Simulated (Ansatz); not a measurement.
The cluster SiGe₂⁻ (the lowest doublet isomer of a short search) was relaxed with PBE0-D4 (def2-TZVPD) in Ansatz in these states: charge -1 doublet, charge -1 quartet. The geometries follow in no particular order.

A:

| atom | x (Å) | y (Å) | z (Å) |
| --- | --- | --- | --- |
| Si1 | 0.306 | -0.950 | 0.797 |
| Ge2 | 1.044 | 0.942 | -0.302 |
| Ge3 | -1.350 | 0.009 | -0.494 |

B:

```xyz
3

Si    0.200   -0.034    1.261
Ge   -1.205    0.762   -0.436
Ge    1.005   -0.728   -0.825
```

**Question.** Judge from the bond lengths which geometry belongs to which state (an estimate).

**Answer.** A is the charge -1 doublet (Ge2–Ge3 2.577 Å, Si1–Ge2 2.309 Å, Si1–Ge3 2.309 Å); B is the charge -1 quartet (Ge2–Ge3 2.694 Å, Si1–Ge2 2.342 Å, Si1–Ge3 2.342 Å).

At PBE0-D4/def2-TZVPD the highest occupied level of the charge -1 quartet lies above zero (up to 0.57 eV). The electron is either unbound and held by the finite basis, or the level is raised by self-interaction error.
